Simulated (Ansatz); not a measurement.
Ideal-gas functions of BrH$_{3}$OSi$_{2}$ (`[SiH3]O[Si]Br`) at 298.15 K and 1 bar, from an Ansatz frequency run at PBE0-D4/def2-TZVP.

Molar mass 155.1 g/mol, point group Cs (symmetry number 1), electronic degeneracy 1, moments of inertia 100.783, 355.143, 449.952 u Å². Harmonic wavenumbers (cm⁻¹, unscaled): 66, 79, 130, 251, 393, 609, 720, 726, 946, 955, 957, 1070, 2248, 2256, 2256.

Use S(trans) = R[1.5 ln M + 2.5 ln T − 1.1517]; rotational temperatures θ = 24.2544 K / I; S(rot) = R[ln(√π/σ · √(T³/θAθBθC)) + 1.5]; for each mode x = 1.438777 ν̃/T, S = R[x/(eˣ − 1) − ln(1 − e⁻ˣ)] and H = RT x/(eˣ − 1); 1 cm⁻¹ = 0.0119627 kJ/mol; R = 8.31446 J/(mol·K).

Q: By hand: the entropy, in J/(mol·K).

A: Translation 171.8. Rotation: θ = 0.2407, 0.0683, 0.0539 K, giving 117.5. Vibration, mode by mode: 17.86, 16.38, 12.33, 7.21, 4.14, 1.82, 1.19, 1.16, 0.49, 0.47, 0.47, 0.29, 0.00, 0.00, 0.00, in all 63.8. Electronic 0.0. Sum 353.1 J/(mol·K).

Q: By hand: H − E and G − E in kJ/mol, counted from the electronic energy.

A: Zero-point energy ½ × 13662 × 0.0119627 = 81.7; thermal vibration 9.4; translation, rotation and pV give 4 RT = 9.9. H − E = 101.0 kJ/mol, and G − E = 101.0 − 298.15 × 353.1/1000 = -4.3 kJ/mol.

Vibration gives 18 % of the entropy, 46.6 J/(mol·K) of it from the modes under 150 cm⁻¹: soft modes count most, and the harmonic formula is weakest for them. The sum counts one conformer and one mirror image; others add a mixing term.
